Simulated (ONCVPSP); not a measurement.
**Potentials for zirconium compared**

Generated with ld1.x 7.5 (TM, RRKJ, ultrasoft, PAW), atompaw 4.2 or ONCVPSP 4.0.1. The cutoff is in Ry: for ld1.x and atompaw files where the sum of valence levels is converged to 10 mRy in a Bessel basis, for ONCV files where the hardest occupied wave has 1 mHa per electron of residual kinetic energy. The error is the largest all-electron minus pseudo excitation energy over each file’s own four to seven test configurations (ionisations up to +4, promotions, holes and added fractions of an electron), all of which were solved. The labels leave out finer settings (local radius, basis sizes, second energies), which also bear on the numbers. Spin-polarised tests are not counted. The rows are a selection from randomly drawn settings: files with unsolved tests, undetermined cutoffs or missed reference levels are left out.

| potential | cutoff (Ry) | largest error (meV) | bound ghosts |
| --- | --- | --- | --- |
| ONCV, Wu-Cohen, scalar-relativistic, rc 3.30/3.10/1.95 (spd), local smoothed, core correction yes, reference 4d2 5s2, qcut 1.7/2.8/4.4, projectors 2/2/1 | 54 | -83 | none |
| ONCV, PBEsol, scalar-relativistic, rc 2.20/1.85/2.25 (spd), local smoothed, core correction no, reference 4s2 4p6 4d2 5s2, qcut 4.5/9.4/7, projectors 2/2/2 | 46 | -8.9 | none |
| ONCV, PBE, fully relativistic, rc 1.75/1.45/2.00 (spd), local smoothed, core correction no, reference 4s2 4p6 4d2 5s1.75, qcut 6.7/5.7/5.1, projectors 2/2/1 | 47 | -1.6 | none |
| ONCV, PBE, scalar-relativistic, rc 2.10/2.00/1.95 (spd), local smoothed, core correction yes, reference 4s2 4p6 4d2, qcut 5.5/7.4/5, projectors 2/3/2 | 29 | +6.4 | none |
| ONCV, PBE, scalar-relativistic, rc 1.95/2.15/2.10 (spd), local smoothed, core correction no, reference 4s2 4p6 4d2 5s2, qcut 5/6.4/5.2, projectors 2/2/2 | 32 | -5.3 | none |
| ONCV, revPBE, scalar-relativistic, rc 2.35/1.85/2.90 (spd), local smoothed, core correction no, reference 4s2 4p6 4d2.5 5s1.5, qcut 4.2/9.3/4.7, projectors 2/2/2 | 41 | +79 | none |

Task: Fill in the row for Zr: ONCV, PBE, scalar-relativistic, rc 1.55/1.55/2.75 (spd), local smoothed, core correction no, reference 4s2 4p6 4d2 5s2, qcut 6.1/6.1/5.3, projectors 3/2/3.

Result: cutoff 33 Ry, largest error +25 meV, bound ghosts: none.
